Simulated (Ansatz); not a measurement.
Input file for Ansatz (an electronic-structure program): R-wB97X-V/def2-TZVPPD on H4O2Si (SMILES O[SiH2]O) with ghost functions, monomers drawn apart or pushed together. Files ending in .json are basis or fitting sets from the Basis Set Exchange.

Ansatz 0.2 input:
```yaml
crystal:
  periodic: [false, false, false]
  atoms:
    - {symbol: O, position_ang: [-0.04742771, 1.04059696, 1.31714254]}
    - {symbol: Si, position_ang: [-0.63688943, 0.35662861, -0.03988783]}
    - {symbol: O, position_ang: [0.39431490, 0.50732271, -1.31815438]}
    - {symbol: H, position_ang: [0.11139915, 0.46930399, 2.10347644]}
    - {symbol: H, position_ang: [-1.86126226, 1.04050751, -0.49612203]}
    - {symbol: H, position_ang: [-0.91253385, -1.08148378, 0.23563361]}
    - {symbol: H, position_ang: [1.31175691, 0.25786759, -1.18255999]}
basis:
  gaussian:
    orbitals: def2-TZVPPD.json
    ghost_atoms:
      - {symbol: N, position_ang: [0.53159487, -1.06801837, 4.94782414]}
      - {symbol: H, position_ang: [0.20014301, -2.00658363, 4.75392570]}
      - {symbol: H, position_ang: [1.49173171, -1.13866638, 5.26540937]}
      - {symbol: H, position_ang: [-0.01997518, -0.69955503, 5.71473243]}
hamiltonian:
  xc: {name: wB97X-V}
scf: {lower_state_search: off}
```

Program output:

```
WARN ansatz: RAYON_NUM_THREADS=1 ignored (pool sized by the plan → 1); use --threads N
Functional definition: wB97X-V
these checks for a lower state are left out or cut short: stability, starts, cluster_reference, orbital_swaps, neighbouring_geometries, increment
integrals: 0.27 GiB planned
1252 factors; their error is unknown
integrals: 0.31 GiB planned
392 factors; integrals over basis functions are off by at most 3.0e-5 eV
mean field: 1.51 GiB planned
mean field evaluation 1: about -12032.7303 eV, gradient 6.3e1 eV
mean field evaluation 2: about -12031.2126 eV, gradient 7.1e1 eV
mean field evaluation 4: about -12038.8982 eV, gradient 4.5e-1 eV
mean field evaluation 8: about -12038.9188 eV, gradient 2.9e-1 eV
mean field evaluation 16: about -12038.9189 eV, gradient 4.1e-6 eV
mean field -12038.91891517 eV, -442.4221098601 hartree, gradient 4.1e-6 eV, S^2 0.000000; 0 other end points of the search recorded, 0 dependent functions left out
reference -12038.91891263 eV, -442.4221097670 hartree; 17, 17 occupied and 267, 267 virtual orbitals, 1252 factors
Total energy: -12038.91891263 eV, -442.4221097670 hartree
Checks for a lower state left out: stability, starts, cluster_reference, orbital_swaps, neighbouring_geometries, increment
```

The run converged.

Cost: very roughly 8 core-seconds.
